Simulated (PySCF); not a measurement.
Gas-phase reaction: GeF3 + 5 H = GeH2 + 3 HF

Method: PySCF energies (xtb for GFN2) plus ideal-gas RRHO corrections (1 bar). † marks an energy on the PBE0/def2-TZVP geometry and frequencies; other levels use their own. CCSD(T) freezes the core. 6-31G* has spherical d functions here. Open shells (unrestricted): GeF3 (multiplicity 2), H (multiplicity 2); the rest are closed-shell singlets. GFN2 has no spin-polarisation term. B3LYP is the form with VWN-RPA correlation. Ge: all electrons, no relativistic terms. GeF3, GeH2: computed as isolated molecules; such fragments, hydroxides, amides, oligomers or adducts are transient or little studied in the gas. CCSD(T) isn't extrapolated to the basis-set limit; its ΔH°(298 K) is -837.3 kJ in def2-SVP and -894.5 kJ in def2-TZVPP. The harmonic model lacks anharmonicity and excited electronic states, which grow with temperature; levels with a mode under 35 cm⁻¹ are left out.

```json
[
 {"level": "B3LYP/6-31G*", "ΔE electronic, kJ": "-855", "ΔH°(298 K), kJ": "-782", "ΔS°(298 K), J/K": "-132", "ΔG°(1400 K), kJ": "-544"},
 {"level": "CCSD(T)/def2-TZVPP†", "ΔE electronic, kJ": "-971", "ΔH°(298 K), kJ": "-894", "ΔS°(298 K), J/K": "-132", "ΔG°(1400 K), kJ": "-657"},
 {"level": "GFN2-xTB", "ΔE electronic, kJ": "-1035", "ΔH°(298 K), kJ": "-964", "ΔS°(298 K), J/K": "-159", "ΔG°(1400 K), kJ": "-685"},
 {"level": "M06-2X/def2-TZVP†", "ΔE electronic, kJ": "-894", "ΔH°(298 K), kJ": "-818", "ΔS°(298 K), J/K": "-132", "ΔG°(1400 K), kJ": "-580"},
 {"level": "PBE/def2-SVP", "ΔE electronic, kJ": "-841", "ΔH°(298 K), kJ": "-768", "ΔS°(298 K), J/K": "-134", "ΔG°(1400 K), kJ": "-528"},
 {"level": "LDA/def2-TZVP†", "ΔE electronic, kJ": "-989", "ΔH°(298 K), kJ": "-913", "ΔS°(298 K), J/K": "-132", "ΔG°(1400 K), kJ": "-675"}
]
```
ΔH° is lowest at GFN2-xTB and highest at PBE/def2-SVP. No reference value is set beside these.
